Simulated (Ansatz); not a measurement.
A structure relaxed at r2SCAN-D4/def2-TZVP in Ansatz, charge 0, singlet:

```csv
atom,x (Å),y (Å),z (Å)
Mg1,-2.181,0.027,-1.274
Mg2,1.735,-0.616,1.875
Mg3,0.811,1.031,-1.056
Si4,-0.365,-0.442,0.455
```

**Question.** Give its formula and point group.

**Answer.** the cluster Mg3Si (the lowest singlet isomer of a short search). Point group Cs (tolerance 0.1 Å).

**Question.** Summarise the bond lengths by kind (pairs closer than 1.2 times the sum of covalent radii, bridged metal pairs left out).

**Answer.** 3 × Mg–Si 2.42 to 2.55 Å; 1 × Mg–Mg 3.16 Å.

The restricted singlet is unstable: a solution with broken spin symmetry lies lower. At r2SCAN-D4/def2-TZVP a triplet of charge 0 lies 0.45 eV below the restricted singlet, each at its own geometry. The structure comes from a short search, and lower isomers may exist.
